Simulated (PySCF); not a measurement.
Löwdin shares of the frontier orbitals

Species: 1-chloropentafluorobenzene, C6ClF5.
Geometry (PBE0-D3(BJ)/def2-SVP, Å), atoms numbered from 1 in this order:
```xyz
12
C6ClF5 angstrom
F     -2.4314   -0.0174    1.2631
C     -1.2620   -0.0104    0.6554
C     -0.7947    1.1596    0.0585
F     -1.5250    2.2582    0.1015
C      0.4388    1.1642   -0.5897
F      0.8647    2.2755   -1.1550
C      1.2165    0.0045   -0.6320
Cl     2.7342    0.0137   -1.4223
C      0.7442   -1.1645   -0.0305
F      1.4599   -2.2705   -0.0624
C     -0.4895   -1.1705    0.6175
F     -0.9337   -2.2740    1.1890
```

Method: TDDFT wB97X-D/def2-SVPD, vertical, gas phase, core orbitals frozen in the response in PySCF 2.14.0, density-fitted response routines.

Frontier orbitals with the atoms that hold most of them (Löwdin shares over 4%, at most four atoms; ? is withheld):

```
orbital  ε (eV)                             atoms
 LUMO+2    0.67  Cl8 18%, C7 11%, C3 10%, C11 10%
 LUMO+1    0.66   C5 17%, C9 17%, C11 17%, C3 17%
   LUMO    0.34    C7 22%, C2 20%, C9 10%, C5 10%
   HOMO       ?                                 ?
 HOMO-1   -9.80                                 ?
 HOMO-2  -11.86                    Cl8 82%, C7 9%
 HOMO-3  -12.15    Cl8 36%, C2 10%, C3 8%, C11 8%
```

Problem. Give the leading atoms of the HOMO.

Solution. Cl8 (bonded to C) 22%; C7 (bonded to 2 C and Cl) 20%; C2 (bonded to 2 C and F) 17%; F1 (bonded to C) 8%. By element: carbon 37% or more, chlorine 22%, fluorine 8% or more.

Problem. Which atoms hold the HOMO-1, and with what shares?

Solution. C3 (bonded to 2 C and F) 16%; C11 (bonded to 2 C and F) 16%; C9 (bonded to 2 C and F) 16%; C5 (bonded to 2 C and F) 16%.

Problem. What is the HOMO energy, and the HOMO–LUMO gap?

Solution. ε(HOMO) = -9.67 eV; the gap is 10.02 eV (0.3681 hartree).

Problem. The HOMO–LUMO gap is 10.02 eV. Where does the response calculation put the lowest singlet, and from which orbitals?

Solution. S1 is at 5.30 eV (f = 0.0034), 4.72 eV below the gap, made of HOMO-1→LUMO (56%), HOMO→LUMO+1 (42%). Its leading pair isn't HOMO and LUMO; the energies of that pair differ by 10.14 eV. 

Problem. Give energy, strength and leading configuration of S4 and S8, and follow the Löwdin shares of the leading atoms from the occupied to the empty orbital.

Solution. 
- S4 (6.03 eV, f 0.064), HOMO→LUMO (71%): Cl8 22% → at most 10%, C7 20% → 22%, C2 17% → 20%
- S8 (7.70 eV, f 0.0000), HOMO-2→LUMO (96%): Cl8 82% → at most 10%, C7 9% → 22%, C2 at most 4% → 20%

Löwdin shares depend on the basis, the more so with diffuse functions.

Time: 37 s wall, 83 s CPU; peak memory 1.6 GiB. Hardware: INTEL XEON PLATINUM 8581C at 2.30 GHz, 2 threads, no GPU (shared host).
